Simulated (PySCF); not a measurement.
**Excitation energy of Cu by level of theory**

Cu [Ar] 3d10 4s1 (2S) → Cu [Ar] 3d9 4s1 5s1 (4D), as a difference of total energies. Computed with PySCF 2.14 in aug-cc-pwCVDZ-PP with ECP10MDF (6s6p5d3f, 70 functions), with a scalar-relativistic core potential. Correlated levels: valence: 3s2 3p6 frozen; valence and next inner shell: nothing frozen outside the core potential. The calculations carry no spin-orbit coupling.

```csv
method,excitation energy (cm⁻¹)
UHF,38181
LDA,70140
PBE,64562
PBE0,59473
r2SCAN,61027
M06-L,60887
LC-wPBE,62764
B2PLYP,62862
MN15,76907
MP2 (valence),67194
SCS-MP2 (valence),64123
MP2 (valence and next inner shell),71128
SCS-MP2 (valence and next inner shell),67147
```

The upper state lies above the first ionisation limit, but in LS coupling its spin forbids autoionisation to the ground ion. A Rydberg-like electron needs more diffuse functions than a valence basis has.

The promoted electron is Rydberg-like, and one or two diffuse shells describe it only roughly, which tends to raise the upper state.
